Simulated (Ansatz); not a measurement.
Molecule: CH3Br2Ga, charge 0, multiplicity 1. SMILES: [Br][Ga]([Br])[CH3]
Geometry: optimised at B3LYP-D3(BJ)/def2-TZVP (Ansatz, a program for electronic structure).

Property: vertical electron affinity (to the doublet state of charge -1; a negative value means that the extra electron is unbound and the number depends on the basis; each state is the SCF solution reached for its spin; for the doublet T1 is 0.051), in eV. Correlated levels leave the core frozen unless marked. Open shells are spin-unrestricted. Spin-orbit coupling is left out. Frozen are the shells of the preceding noble gas and the d and f shells that filled before the atom's block. No relativistic terms. Anions need diffuse functions: aug- sets have them; def2-D sets add few. CBS marks a two-point X^-3 extrapolation of the correlation energy; Hartree-Fock from the larger set. The bracket is a focal-point correction in the basis named.

| level | program | vertical electron affinity (eV) |
|---|---|---|
| PBE0/def2-TZVPD | Ansatz | [?] |
| wB97M-V/def2-TZVPD | Ansatz | -0.14 |
| wB97X/def2-TZVPD | Ansatz | -0.26 |
| SCS-MP2/aug-cc-pVTZ | Ansatz | -0.18 |
| RI-MP2/CBS(aug-cc-pVTZ,aug-cc-pVQZ)+[CCSD(T)-MP2]/aug-cc-pVTZ | Ansatz | [?] |

Q: Complete the blanks.

A: 
- PBE0/def2-TZVPD, vertical electron affinity (eV): 0.01
- RI-MP2/CBS(aug-cc-pVTZ,aug-cc-pVQZ)+[CCSD(T)-MP2]/aug-cc-pVTZ, vertical electron affinity (eV): -0.08
